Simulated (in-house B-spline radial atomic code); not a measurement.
Configurations of Cs4+, with energies counted from [Kr] 4d10 5s2 5p3. Method: scalar-relativistic (X2C) TPSSh, spin-polarised, spherical fractional occupations, exact exchange averaged over the configuration, Fermi nucleus of rms radius 4.8041 fm. Calculated with a radial B-spline atomic code at the basis-set limit. Shells without spins written out take the highest spin.

Occupations are held fixed; configurations that lie above the ionisation limit could autoionise.

| configuration | E - E(ref) (eV) | highest orbital | its <r> (bohr) |
| --- | --- | --- | --- |
| [Kr] 4d10 5s2 5p2 5f1 | 38.174 | 5f up | 3.92 |
| [Kr] 4d10 5s1 5p3 6p1 | 42.543 | 6p up | 3.712 |
| [Kr] 4d9 5s2 5p3 6d1 | 107.13 | 6d up | 4.552 |
| [Ar] 3d10 4s2 4p5 4d10 4f1 5s2 5p3 | 175.17 | 4f up | 1.272 |
| [Ar] 3d10 4s2 4p5 4d10 5s2 5p3 6p1 | 189.79 | 6p up | 3.665 |
| [Ar] 3d10 4s2 4p5 4d10 5s2 5p3 6f1 | 203.65 | 6f up | 6.364 |

Question: Order these further configurations by energy, lowest first.
A. [Kr] 4d10 5s2 5p2 6f1
B. [Ar] 3d9 4s2 4p6 4d10 5s2 5p3 5d1
C. [Ar] 3d9 4s2 4p6 4d10 5s2 5p4
D. [Kr] 4d10 5s2 5p2 5d1
E. [Ar] 3d9 4s2 4p6 4d10 5s2 5p3 6p1

Answer: D (20.604 eV), A (44.759 eV), C (721.1 eV), B (739.51 eV), E (751.39 eV).

Question: How far above the reference does [Kr] 4d10 5s1 5p3 5d1 lie?

Answer: 31.413 eV; its least bound orbital is 5d up with <r> = 2.312 bohr.
